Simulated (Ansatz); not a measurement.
F2Se (SMILES F[Se]F) moved off its minimum; all values from Ansatz (a first-principles code), cores frozen in correlated methods.
(charge 0, multiplicity 1)
```xyz
3

Se    -0.0221    -0.0297     0.5194
F      0.5087     1.1455    -0.7909
F     -0.7340    -1.2437    -0.6664
```

Forces at MP2/aug-cc-pVTZ (eV/Å):

```tsv
atom	Fx	Fy	Fz
Se1	-0.246	-0.067	-3.272
F2	-0.607	-1.369	1.700
F3	0.853	1.435	1.571
```

Question: Give the forces (eV/Å), the total energy and the dipole at CCSD(T)/aug-cc-pVTZ.

Answer: 
| atom | Fx | Fy | Fz |
|---|---|---|---|
| Se1 | -0.236 | -0.065 | -3.146 |
| F2 | -0.602 | -1.352 | 1.637 |
| F3 | 0.839 | 1.416 | 1.509 |
Energy -2599.5015 hartree, dipole 2.56 D.
